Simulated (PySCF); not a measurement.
## SiOBr + HF → SiOF + HBr

Level: PBE0 in the def2-TZVP basis family, all electrons, no relativity, computed in PySCF with density fitting; open shells unrestricted.

| species | state and structure | E (Eh) | ZPE (kJ/mol) | H(298 K) − H(0) (kJ/mol) | S° (J/(mol K)) |
| --- | --- | --- | --- | --- | --- |
| SiOBr | doublet, Cs, Si–Br 2.223 Å, Si–O 1.520 Å; Br–Si–O 126.1° | -2938.42983 | 10.8 | 12.2 | 290.3 |
| HF | singlet, C∞v, H–F 0.920 Å | -100.39188 | 24.9 | 8.7 | 173.6 |
| SiOF | doublet, Cs, Si–F 1.587 Å, Si–O 1.520 Å; F–Si–O 126.9° | -464.37234 | 14.2 | 11.2 | 265.3 |
| HBr | singlet, C∞v, H–Br 1.421 Å | -2574.45811 | 16.0 | 8.7 | 198.5 |

**Question.** What is the electronic reaction energy?

**Answer.** At PBE0/def2-TZVP, ΔE = -22.9 kJ/mol from the differences of the total energies times 2625.5, downhill. Ligand exchange with HF takes part in thermal etching.

**Question.** Add zero-point, thermal and entropy terms for 298.15 K and 1 bar.

**Answer.** ΔZPE = -5.5 and Δ[H(298) − H(0)] = -1.0 kJ/mol give ΔH° = -29.4 kJ/mol. ΔS° = -0.1 J/(mol K), so ΔG° = -29.4 − 298.15 × (-0.0001) = -29 kJ/mol and log₁₀K = 5.1.

The structures come from searches over a few start shapes, so lower isomers are not excluded.
